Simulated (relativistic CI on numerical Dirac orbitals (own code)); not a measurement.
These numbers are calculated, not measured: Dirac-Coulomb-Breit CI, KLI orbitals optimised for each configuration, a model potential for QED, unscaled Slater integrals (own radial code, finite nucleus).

CI space (outside the closed core [Ne]): 3s, 3p, 3d, 4s, 4p, 4d, 4f, 5s, 5p, 5d, 5f, 5g, 6s, 6p, 6d, 7s, 7p. Levels of other configurations are missing.

At this charge energies of transitions that change n are usually good to better than 1 %, and those within a shell (Δn = 0) to a few per cent.

Outline of the computed level scheme of Hf LXII. Lowest level of each configuration: 3s 2S_1/2 at 0.00 eV; 3p 2P°_1/2 at 153.10 eV; 3d 2D_3/2 at 662.17 eV; 4s 2S_1/2 at 3042.16 eV; 4p 2P°_1/2 at 3105.42 eV; 4d 2D_3/2 at 3308.38 eV; 4f 2F°_5/2 at 3376.75 eV; 5s 2S_1/2 at 4395.94 eV; 5p 2P°_1/2 at 4427.71 eV.

Some strong electric-dipole decays among the lowest 15 levels: 4f 2F°_7/2 → 3d 2D_5/2 (2.1e+14 s⁻¹); 4f 2F°_5/2 → 3d 2D_3/2 (2.0e+14 s⁻¹); 4d 2D_5/2 → 3p 2P°_3/2 (1.0e+14 s⁻¹); 4d 2D_3/2 → 3p 2P°_1/2 (8.1e+13 s⁻¹); 4p 2P°_1/2 → 3s 2S_1/2 (5.4e+13 s⁻¹); 4s 2S_1/2 → 3p 2P°_3/2 (4.1e+13 s⁻¹); 4p 2P°_3/2 → 3s 2S_1/2 (3.4e+13 s⁻¹); 5p 2P°_1/2 → 3s 2S_1/2 (2.9e+13 s⁻¹).
